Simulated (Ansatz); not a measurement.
Cost and result for the atomization energy of C4H7Ga (12 atoms, 10 bonds).

```xyz
12

C     0.330   -1.068    1.429
C     1.312   -0.888    0.381
C     2.136   -0.731   -0.505
Ga    3.440   -0.486   -1.995
C    -1.481    1.305   -0.888
H    -0.577   -1.536    1.037
H     0.722   -1.704    2.227
H     0.049   -0.107    1.869
H    -1.867    0.369   -1.291
H    -1.944    1.502    0.079
H    -0.401    1.226   -0.771
H    -1.719    2.119   -1.573
```

Charge 0, multiplicity 1. Correlated methods include outer-core shells of Ga, which these sets cover unevenly. Scalar relativity is left out up to krypton. The bonds changed during the relaxation, so this is another structure than the one it started from. The structure was optimised at the PBE0-D4/def2-TZVP level. Program: Ansatz. All runs use 4 threads of an Arm Neoverse V1 on a shared host. Times are those of one run each, without the atoms' runs, and a repeat can differ threefold. Electronic energies, without spin–orbit coupling; frozen cores. CCSD(T)/CBS adds CCSD(T) − MP2 in def2-TZVPP to the MP2 limit, and its time is that of the two runs behind it. T1 = 0.012. With those shells the extrapolation isn't a true limit. B3LYP takes the VWN-RPA correlation (the form of Gaussian; ORCA's B3LYP/G).

CCSD(T)/CBS is a level of theory with its own doubt, some kJ/mol a heavy atom from the limit and from the frozen cores, so smaller differences don't rank the functionals.

| level | functions | wall time | atomization (kcal/mol) | difference from CCSD(T)/CBS | per bond |
| --- | --- | --- | --- | --- | --- |
| PBE-D4/def2-TZVPP (with forces) | 270 | 3.3 s | 1121.1 | 23.1 | 2.3 |
| PBE0-D4/def2-TZVPP | 270 | 4.2 s | 1102.9 | 4.9 | 0.5 |
| r2SCAN-D4/def2-TZVPP (with forces) | 270 | 6 s | 1099.9 | 1.9 | 0.2 |
| B3LYP-D4/def2-TZVPP (with forces) | 270 | 6.5 s | 1100.5 | 2.5 | 0.2 |
| B2PLYP/def2-TZVPP | 270 | 8 s | 1091.1 | -6.9 | -0.7 |
| ωB97X-V/def2-TZVPP | 270 | 10 s | 1095.1 | -2.9 | -0.3 |
| ωB97M-V/def2-TZVPP (with forces) | 270 | 15 s | 1099.0 | 1.0 | 0.1 |
| MP2/def2-QZVPP | 527 | 34 s | 1103.5 | 5.5 | 0.5 |
| CCSD(T)/def2-TZVPP | 270 | 5.5 min | 1075.0 | -23.0 | -2.3 |
| CCSD(T)/CBS(def2) | – | 6.1 min | 1098.0 | 0.0 | 0.0 |

The D4 term adds +7.5 kcal/mol with B3LYP and +4.1 kcal/mol with PBE0; it sums over pairs of atoms, weighted by their polarisabilities, and B3LYP, whose exchange is more repulsive, gets the larger term. From PBE to PBE0 (25 % exact exchange), in def2-TZVPP and without D4, the atomization energy moves by −17.6 kcal/mol: exact exchange takes away binding that semilocal exchange gives to molecules. In def2-TZVPP, CCSD(T) changes the Hartree–Fock value by +252.1 kcal/mol (the triples alone add +15.9 kcal/mol) and MP2 by +267.1 kcal/mol; breaking electron pairs costs correlation energy, which Hartree–Fock lacks.
